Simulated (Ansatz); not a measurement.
Isolated molecules relaxed with PBE0-D4/def2-TZVP in Ansatz; ΔE leaves out vibrations. CCSD(T)/CBS is the MP2 limit (def2-TZVPP, def2-QZVPP) plus CCSD(T) − MP2 in def2-TZVPP, frozen cores. DFT in def2-TZVPP. B3LYP here is the variant with VWN-RPA as its local correlation; programs differ in this. One conformer a species, not always the lowest.

Reaction (redistribution): `O[SiH](F)O[SiH2]Cl` + `CN[SiH](O)O` → `O[SiH](O)N[SiH2]Cl` + `CO[SiH](O)F`

| level | ΔE (kcal/mol) | difference from CCSD(T)/CBS |
| --- | --- | --- |
| PBE-D4 | 13.8 | -1.9 |
| r2SCAN-D4 | 14.8 | -0.9 |
| B3LYP-D4 | 15.2 | -0.5 |
| ωB97X-V | 14.9 | -0.8 |
| B2PLYP | 15.6 | -0.1 |
| r2SCAN | 14.8 | -0.9 |
| PBE0 | 14.8 | -0.9 |
| B3LYP | 15.5 | -0.2 |
| HF/def2-TZVPP | 17.1 | 1.4 |
| SCS-MP2/def2-TZVPP | 15.9 | 0.2 |
| CCSD(T)/def2-TZVPP | 15.3 | -0.4 |
| HF/def2-QZVPP | 17.4 | 1.7 |
| MP2/def2-QZVPP | 16.1 | 0.4 |
| SCS-MP2/def2-QZVPP | 16.2 | 0.5 |
| HF/CBS(def2) | 17.5 | 1.8 |
| CCSD/CBS(def2) | 16.2 | 0.5 |
| CCSD(T)/CBS | 15.7 | 0 |

Largest T1 diagnostic among the species: 0.011.

From PBE to PBE0 (25 % exact exchange), in def2-TZVPP and without D4, ΔE moves by +0.8 kcal/mol. In def2-TZVPP, CCSD(T) changes the Hartree–Fock value by −1.9 kcal/mol (the triples alone add −0.5 kcal/mol) and MP2 by −1.4 kcal/mol.
